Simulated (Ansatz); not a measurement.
Cl3H2InSe, SMILES `[Cl][In-]([Cl])([Cl])[SeH2+]`, one more setting.

```yaml
crystal:
  periodic: [false, false, false]
  atoms:
    - {symbol: Cl, position_ang: [-1.510133, -2.177176, 1.389390]}
    - {symbol: In, position_ang: [0.178212, -1.095698, 0.229204]}
    - {symbol: Cl, position_ang: [2.099736, -0.489416, 1.391620]}
    - {symbol: Cl, position_ang: [0.387572, -1.508319, -2.050460]}
    - {symbol: Se, position_ang: [-0.917230, 1.514999, 0.000687]}
    - {symbol: H, position_ang: [0.361346, 2.112970, 0.412624]}
    - {symbol: H, position_ang: [-0.538303, 1.574640, -1.418766]}
basis:
  gaussian: {orbitals: LANL2DZ, fitting: {mean_field: def2-universal-jkfit}}
hamiltonian: {xc: {name: wB97X-V}}
accuracy: high
scf: {lower_state_search: light}
output: {forces: true}
```

```sh
$ ansatz run in.yaml --threads 4 --pin off --events-out ev --progress --plain --max-ram 11315MiB
```

Shortened log:

```
Error: <dir> can't be read: No such file or directory (os error 2)
```
